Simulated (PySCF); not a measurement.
# BeH₂ at several levels of theory

All levels use the PBE0 minimum (singlet; Be–H 1.339 Å (×2); H–Be–H 180.0°), basis [Be def2-TZVP, H def2-TZVP], no relativity, density fitting, no spin–orbit coupling, PySCF. For vertical energies the ionised species is a doublet (spins chosen at PBE0 and kept). Atomisation goes to high-spin ground-configuration atoms, without zero-point energy. Open shells are unrestricted, also as the reference of the correlated levels. A dash marks a value that was not computed or is not defined at that level.

```csv
level,atomisation (kJ/mol),vertical IP (eV),−ε(HOMO) (eV),gap (eV)
PBE0,614,11.77,8.80,8.06
CCSD(T),?,?,–,–
HF,518,11.29,12.16,14.06
PBE,?,?,?,?
r2SCAN,633,11.63,7.76,6.74
B3LYP,641,11.84,8.63,7.63
TPSSh,655,11.75,8.24,7.22
MP2,583,11.90,–,–
r2SCANh,632,11.67,8.26,7.49
M06,647,11.88,8.83,8.15
```

Fill in the row of CCSD(T).

atomisation (kJ/mol) 578, vertical IP (eV) 11.92.

Fill in the row of PBE.

atomisation (kJ/mol) 611, vertical IP (eV) 11.59, −ε(HOMO) (eV) 7.46, gap (eV) 5.88.

For BeH₂ itself CCSD(T) correlates 6 electrons; T1 = 0.005, D1 = 0.012, (T) = -1 kJ/mol.
